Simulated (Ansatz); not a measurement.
Total energies of `F[CH](F)[AlH2]`.

Z-matrix (Å, degrees):
```
C
F 1 1.553
Al 1 1.969 2 66.5
F 1 1.330 2 105.4 3 120.3
H 1 1.092 2 101.7 3 -126.2
H 3 1.577 1 117.2 2 92.2
H 3 1.579 1 116.6 2 -92.0
```

Total charge 0; spin multiplicity 1. The geometry is a stationary point of PBE0-D4/def2-TZVP. Basis def2-TZVPP, Ansatz.

RPA on PBE orbitals: Hartree–Fock energy of these orbitals -480.42364 Eh, correlation -1.19676 Eh (frozen core).

| functional | energy without D4 (Eh) | D4 term (kJ/mol) |
| --- | --- | --- |
| BLYP | -482.07453 | -21.6 |
| HSE06 (plane-wave form) | -481.72732 | -7.4 |

(1) Give the same for LDA (SPW92), PBE, revPBE, r2SCAN, B97M-V, PBE0, B3LYP, r2SCANh, r2SCAN0, BHLYP, CAM-B3LYP, LC-ωPBE, ωB97X-V, ωB97M-V, B2PLYP, PBE-QIDH. (Estimate.)

B3LYP takes the VWN-RPA correlation (the form of Gaussian; ORCA's B3LYP/G). HSE06 is the plane-wave form, built on full-range PBE exchange. The double hybrids freeze the cores in their second-order part.

Answers

(1) Ansatz gave: 
```tsv
functional	energy without D4 (Eh)	D4 term (kJ/mol)
LDA (SPW92)	-479.40289	–
PBE	-481.72059	-9.6
revPBE	-481.96766	-31.0
r2SCAN	-481.96765	-2.2
B97M-V	-481.97510	–
PBE0	-481.74376	-8.0
B3LYP	-482.12876	-15.6
r2SCANh	-481.95142	-2.4
r2SCAN0	-481.92826	-2.6
BHLYP	-482.00276	-11.7
CAM-B3LYP	-482.04227	-8.0
LC-ωPBE	-481.88463	–
ωB97X-V	-481.98286	–
ωB97M-V	-482.01495	–
B2PLYP	-481.84210	–
PBE-QIDH	-481.62432	–
```

LC-ωPBE has ω = 0.4 bohr⁻¹.
